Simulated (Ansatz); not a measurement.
Q: Name a neutral molecule of B, N, P, Si and H with LUMO energy (B3LYP/def2-TZVPP) between -2.00 and -1.70 eV and HOMO energy (PBE/def2-TZVPP) between -6.05 and -5.75 eV (Ansatz, PBE0-D4/def2-TZVP geometry).

A: `BP(N)[SiH3]` (-1.80 eV, -5.90 eV); `NPB[SiH3]` (-1.99 eV, -6.01 eV). Other molecules can fit too; these were computed, each in one conformer that needn't be the lowest.

B3LYP here is the variant with VWN-RPA as its local correlation; programs differ in this.
